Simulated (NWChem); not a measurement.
# GeH₃O₃Cl; SMILES [OH][Ge]([Cl])([OH])[OH]

```xyz
8

O      0.9847    -1.3425     0.8944
Ge     0.0000     0.0000     0.2885
O     -1.6550    -0.1815     0.8944
O      0.6703     1.5240     0.8944
Cl     0.0000     0.0000    -1.8921
H      1.8725    -1.3233     0.4886
H     -2.0823    -0.9600     0.4886
H      0.2098     2.2833     0.4886
```
Atoms are numbered in this order, from 1.

Results from NWChem. Geometry: optimised at PBE-D3(BJ)/def2-SVP.

Question: Order these by “dipole (D)”, lowest first: PBE/cc-pVTZ; PBE/aug-cc-pVDZ; PBE/cc-pVDZ.

Answer: PBE/cc-pVDZ (0.75), PBE/cc-pVTZ (0.87), PBE/aug-cc-pVDZ (0.93)
